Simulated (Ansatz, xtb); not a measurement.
**Relative energy of two isomers of C2H6N2OSi2**

Structure a is `N#C/C=N/[SiH2]O[SiH3]`, a singlet and structure b is `C=N[Si@H](C#N)O[SiH3]`, a singlet. Both are isolated molecules in the gas phase, relaxed with B3LYP/def2-SVP; the shapes shown needn't be the lowest conformers.

a (Å):

```xyz
13

C    -0.7581   -0.4949   -3.2286
C    -0.5010   -0.1389   -1.8411
N    -0.9285   -0.7833   -4.3393
N    -1.4426    0.1575   -1.0481
O     0.2814    0.6029    1.1312
Si   -1.3007    0.6060    0.6414
Si    1.5299    0.7359    2.2234
H     0.5731   -0.1550   -1.5658
H    -1.8816    1.9668    0.7636
H    -2.0873   -0.3930    1.4082
H     1.5782    2.1190    2.7782
H     1.3394   -0.2351    3.3389
H     2.8031    0.4376    1.5133
```

b (Å):

```tsv
atom	x (Å)	y (Å)	z (Å)
C	-3.3877	-0.8425	0.0523
C	0.1141	-0.8652	-1.6564
N	-2.6314	-0.5075	-0.9042
N	0.9031	-1.5714	-2.1323
O	-0.5596	0.6526	0.6525
Si	-1.1035	0.3064	-0.8621
Si	0.5507	1.0579	1.8306
H	-3.1621	-0.6545	1.1229
H	-4.3453	-1.3599	-0.1453
H	-1.1856	1.5253	-1.6930
H	1.6971	0.1086	1.7956
H	-0.1328	0.9797	3.1497
H	1.0412	2.4460	1.6009
```

Question: Estimate which is lower in electronic energy at CCSD(T)/def2-SVP + ΔMP2/def2-TZVPP, and by roughly how much.

Answer: The CCSD(T)/def2-SVP + ΔMP2/def2-TZVPP calculation puts structure b lower, by 13.8 kcal/mol.

The same difference at several levels:

| level | geometry | E(b) − E(a) (kcal/mol) | departure from the last row (kcal/mol) | job, with rough time for the two |
| --- | --- | --- | --- | --- |
| B3LYP/def2-SVP | B3LYP/def2-SVP | −9.7 | +4.1 | optimisation, 3.1 min |
| HF/def2-SVP | B3LYP/def2-SVP | −13.3 | +0.5 | part of the CCSD(T) run |
| MP2/def2-SVP | B3LYP/def2-SVP | −10.6 | +3.3 | part of the CCSD(T) run |
| CCSD(T)/def2-SVP | B3LYP/def2-SVP | −10.5 | +3.3 | single point |
| CCSD(T)/def2-SVP + ΔMP2/def2-TZVPP | B3LYP/def2-SVP | −13.8 |  | single point, 40 s |

As drawn, b has 1 C–Si, 1 C–H in place of 1 C–C, 1 Si–H.

None of the levels shown reverses the order. The largest departure from CCSD(T)/def2-SVP + ΔMP2/def2-TZVPP is that of B3LYP/def2-SVP, 4.1 kcal/mol. Levels run at GFN2-xTB geometries aren't shown. The last row adds to CCSD(T) the change of the MP2 difference between the two basis sets, here −3.3 kcal/mol, a large step that makes the value less sure.

With thermal terms from frequencies at re-optimised GFN2-xTB minima (ideal gas, soft modes damped towards free rotors, one conformer each, 298.15 K, 1 atm): on the last row, ΔE + ΔZPE = −12.8, ΔH = −12.6, ΔG = −12.9 kcal/mol.

The correlated steps freeze 15 core orbitals. Mirror images aren't counted in ΔG. Programs: Ansatz 0.2.0, xtb 6.7.1; the last row on 4 threads of Arm Neoverse V2 on a shared host.
